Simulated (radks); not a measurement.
Values are calculated unless marked as measured or tabulated.
Mn3+, configuration [Ar] 3d4 (the NIST ground configuration). Level of theory: non-relativistic Kohn-Sham, BP86, spin-polarised, spherical densities, point nucleus; open shells are filled with parallel spins first (a radial shooting solver on a logarithmic mesh with Libxc functionals).

Unscreened Slater integrals over Kohn-Sham orbitals (cm^-1). They are taken over the spin-up orbitals. Empty in this configuration: 4s.

\begin{tabular}{lr}
integral & value \\ \hline
F0(3d,3d) & 196450 \\
F2(3d,3d) & 92401 \\
F4(3d,3d) & 57785 \\
F0(3d,3p) & 208070 \\
F2(3d,3p) & 99529 \\
G1(3d,3p) & 123230 \\
G3(3d,3p) & 75079 \\
F0(3d,3s) & 212200 \\
G2(3d,3s) & 93917 \\
F0(3d,2p) & 271120 \\
F2(3d,2p) & 51803 \\
G1(3d,2p) & 38065 \\
G3(3d,2p) & 21604 \\
F0(3d,4s) & 106030 \\
G2(3d,4s) & 13257 \\
F0(3p,3p) & 222670 \\
F2(3p,3p) & 111800 \\
F0(3p,3s) & 227250 \\
G1(3p,3s) & 150910 \\
F0(3p,2p) & 302270 \\
F2(3p,2p) & 60045 \\
G0(3p,2p) & 23396 \\
G2(3p,2p) & 24485 \\
F0(3p,4s) & 108030 \\
G1(3p,4s) & 8552.6 \\
F0(3s,3s) & 232250 \\
F0(3s,2p) & 308990 \\
G1(3s,2p) & 25401 \\
F0(3s,4s) & 108570 \\
G0(3s,4s) & 6194.8 \\
F0(2p,2p) & 806940 \\
F2(2p,2p) & 380040 \\
F0(2p,4s) & 118400 \\
G1(2p,4s) & 3404.9 \\
F0(4s,4s) & 85214 \\
\end{tabular}

Derived for the open shells (J is the average intra-shell exchange parameter used in DFT+U). 3d: Racah B = F2/49 - 5 F4/441 = 1231 cm^-1, C = 35 F4/441 = 4586 cm^-1, C/B = 3.73, F4/F2 = 0.625, J = (F2 + F4)/14 = 10730 cm^-1.
